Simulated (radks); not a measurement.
Task: Numerical settings for neutral antimony, [Kr] 4d10 5s2 5p3. Calculated with a radial shooting solver on a logarithmic mesh with Libxc functionals: scalar-relativistic Kohn-Sham, r2SCAN, spin-polarised, spherical densities, finite nucleus; open shells are filled with parallel spins first (spin-orbit coupling, left out, can overturn this in heavy ions); meta-GGA in the generalised Kohn-Sham scheme; Fermi nuclear charge, rms radius 4.6802 fm. The defaults (mesh step 0.008 in ln r, mesh end at 40 bohr or more with all orbitals vanishing there, Anderson mixing 0.5 over 9 steps, residual threshold near 1e-9 with the energy settled to 1e-9 hartree or 1e-11 of itself, here a cap of 64 iterations) give E = -6482.215 hartree and 5p at -5.827 eV in 12 iterations. Run on one thread of a shared host, so times are rough (Arm Neoverse V1): 0.21 s of CPU time, 0.21 s wall, 12 iterations on 2437 mesh points. One setting is changed at a time: mesh step in ln r 0.012; mesh step in ln r 0.08; mesh step in ln r 0.003; mesh end (bohr) 5; mesh end (bohr) 400; residual threshold 1e-13; residual threshold 0.1; mixing 2.5; linear mixing, mixing 1; linear mixing, mixing 0.5; mixing history 2; iteration cap 5. Which runs fail to converge, and which converge to a wrong energy?

Result: Not converged within the cap: mesh step in ln r 0.08; residual threshold 1e-13; linear mixing, mixing 1; iteration cap 5. Settings that end as converged yet miss the energy by more than 1 mhartree: mesh end (bohr) 5 (+0.131 hartree).
